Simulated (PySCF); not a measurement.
SMILES [CH2](C[SiH2]F)[Ge]([Cl])([Cl])[Cl] (C₂H₆Cl₃FGeSi), PBE0/def2-SVP optimised geometry.

```
14

Si    -1.54    -0.42     0.00
F     -2.02     1.13     0.00
C      0.34    -0.42     0.00
C      1.04     0.45    -1.04
Ge     0.96    -0.19    -2.87
Cl     1.16    -2.33    -2.94
Cl    -0.89     0.31    -3.84
Cl     2.55     0.66    -4.04
H     -2.03    -1.07     1.25
H     -2.12    -1.09    -1.20
H      0.64    -0.08     1.01
H      0.68    -1.47    -0.07
H      0.63     1.47    -1.06
H      2.12     0.54    -0.84
```

Density from PBE0/def2-TZVP (PySCF 2.14.0) at that geometry.

Minimum of the electron density along straight lines between bonded atoms, close to the bond critical point (lines longer than 1.1 times the sum of covalent radii, or with two minima, are not listed):

| bond | length / Å | ρ at the minimum / e bohr⁻³ | ∇²ρ there / e bohr⁻⁵ | position (fraction from the first atom) |
|---|---|---|---|---|
| Si1–F2 | 1.631 | 0.128 | 0.88 | 0.42 |
| Si1–C3 | 1.879 | 0.123 | 0.17 | 0.39 |
| C3–C4 | 1.529 | 0.237 | -0.56 | 0.49 |
| C4–Ge5 | 1.944 | 0.134 | 0.03 | 0.52 |
| Ge5–Cl6 | 2.151 | 0.106 | 0.16 | 0.43 |
| Ge5–Cl7 | 2.147 | 0.107 | 0.16 | 0.43 |
| Ge5–Cl8 | 2.145 | 0.108 | 0.16 | 0.43 |
| Si1–H9 | 1.489 | 0.123 | 0.14 | 0.49 |
| Si1–H10 | 1.487 | 0.125 | 0.14 | 0.49 |
| C3–H11 | 1.105 | 0.267 | -0.87 | 0.64 |
| C3–H12 | 1.105 | 0.267 | -0.88 | 0.64 |
| C4–H13 | 1.102 | 0.272 | -0.91 | 0.65 |
| C4–H14 | 1.103 | 0.271 | -0.90 | 0.65 |
